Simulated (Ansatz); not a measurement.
Match the barriers

Saddle point of SnNH₅O, closed shell (SnNH₅O ([NH2][SnH2][OH]) → SnNH₃ ([NH][SnH2]) + H₂O (still joined by a long Sn–O bond); bonds formed: O2–H4; bonds broken: N3–H4; bonds weakened to dative contacts: Sn1–O2), PBE0-D4/def2-TZVP structure:

Sn1  (-0.500, 0.531, 0.642)
O2  (1.316, -0.539, -0.168)
N3  (-1.048, -0.319, -1.018)
H4  (0.520, -0.722, -0.851)
H5  (0.154, 2.110, 0.593)
H6  (-0.720, 0.032, 2.268)
H7  (2.036, -0.062, -0.596)
H8  (-1.760, -1.032, -0.870)
(Å)

Computed with Ansatz 0.2.0 (basis: def2-TZVPP, with def2-QZVPP for the basis limit); correlated methods freeze the cores. Filled d shells of the heavier atoms are correlated. Core potentials replace the inner electrons of the atoms past krypton. The def2 sets are not built for correlating such inner shells, so the correlated values are less sure here. Extrapolation: Hartree–Fock as exp(−7.88 √X), correlation as X^−2.97. Four methods, as single points on the PBE0-D4 structures, gave these electronic barriers from the start structure: 44.57, 50.26, 56.58, 65.93 kcal/mol.

Task: The methods were, in alphabetical order, BHLYP-D4, HF, PBE-D4, PBE0-D4. Which gave which? (Judge from chemistry; the calculation decides.)

Result: By the calculation: PBE-D4 44.57; PBE0-D4 50.26; BHLYP-D4 56.58; HF 65.93 kcal/mol. For comparison, CCSD(T) at an estimated basis limit (MP2 extrapolated from triple and quadruple zeta, plus CCSD(T) − MP2 in triple zeta) gives 51.02 kcal/mol.

T1 diagnostic: at most 0.021.

Labels in which every atom is bracketed show which atoms are joined, not bond orders.

For scale, one of the runs: CCSD(T)/def2-TZVPP, 182 basis functions, launched by `ansatz run in.yaml --threads 4 --pin off --events-out ev --progress --plain --max-ram 9574MiB`. Time: 45 s of wall clock on 4 CPU threads of an Arm Neoverse V2; the host was shared. Peak host memory: 2.1 GiB.
